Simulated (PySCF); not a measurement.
Gas-phase XPS of SiBr2Me2, computed

Compound: SiBr2Me2, C2H6Br2Si.
Z-matrix (Å and degrees, PBE0-D3(BJ)/def2-SVP geometry), rows numbered from 1:
```
Si
Br  1  2.2356
Br  1  2.2335  2  108.43
C   1  1.8607  2  108.50  3  -117.63
H   4  1.1010  1  109.95  2   -63.38
H   4  1.1010  1  110.00  2   176.48
H   4  1.0994  1  110.56  2    56.59
C   1  1.8615  2  108.35  3   117.62
H   8  1.1012  1  110.10  2   178.31
H   8  1.1010  1  109.91  2    58.22
H   8  1.0994  1  110.54  2   -61.75
```

Computed with delta-SCF UKS SCAN, pcX-2 on the ionised atom, pcseg-1 elsewhere, spin-free X2C in PySCF. These are vertical core ionisation energies against the vacuum level, from separate self-consistent calculations with and without the core hole.

List the computed XPS lines with their assignment.

```csv
atom(s),environment,level,binding energy (eV),2p1/2 (eV),count
Si1,silicon bonded to 2 Br and 2 C,Si 2p3/2,107.92,108.55,1
C4/C8,carbon bonded to Si and 3 H,C 1s,290.63,–,2
Si1,silicon bonded to 2 Br and 2 C,Si 1s,1847.93,–,1
```

What is the longest wavelength that can ionise C 1s of C4/C8 vertically?

λ = hc/E = 12398.42 eV Å / 290.63 eV = 42.660 Å.

Which photon energy gives electrons from C 1s of C4/C8 a kinetic energy of 50 eV, and what is their de Broglie wavelength?

hν = 290.63 + 50 = 340.63 eV, recoil neglected; λ = 12.264 Å/√(E/eV) = 1.73 Å.

Atoms equivalent by their bonding share one computed value, that of the first of them. 2p3/2 and 2p1/2 are the ΔSCF energy of one spin-free 2p hole plus the eigenvalues of a spin–orbit and ligand-field matrix of the shell. 2p1/2 minus 2p3/2 (ligand field included): Si 0.63 eV. No level of bromine is listed. Geometry: PBE0-D3(BJ)/def2-SVP; no solvent, vibrations or thermal averaging.
